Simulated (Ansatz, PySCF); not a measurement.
Molecule: C3H5O (charge 0, doublet). It need not be the lowest isomer of its formula. 
Coordinates optimised at B3LYP-D3(BJ)/def2-TZVP (Ansatz, a program for electronic structure):
```xyz
9

C     -1.5629     0.0749    -0.0292
C     -0.3597    -0.4411    -0.7157
C      0.9559    -0.0973    -0.0618
O      1.0792     0.5467     0.9459
H     -1.4634     0.6541     0.8760
H     -2.5460    -0.1246    -0.4290
H     -0.2923    -0.0903    -1.7590
H     -0.3792    -1.5384    -0.8230
H      1.8474    -0.4935    -0.5920
```
Charge 0, spin multiplicity 2.

Quantity: atomisation energy (electronic, to ground-state atoms), in kJ/mol. Cores are frozen in the correlated levels unless marked. UHF or UKS for open shells. No spin-orbit coupling. Non-relativistic. The coupled-cluster limit lacks core correlation, which all-electron functionals hold. Basis-set limits of correlation are two-point, X^-3; Hartree-Fock from the larger set. The bracket is a focal-point correction in the basis named.

```tsv
level	program	atomisation energy (kJ/mol)
HF/STO-3G	Ansatz	3017.2
HF/def2-TZVPD	PySCF	2636.6
```

Q: Estimate the value at RI-MP2/CBS(aug-cc-pVTZ,aug-cc-pVQZ)+[CCSD(T)-MP2]/aug-cc-pVTZ as computed with Ansatz.

A: 3603.2 kJ/mol
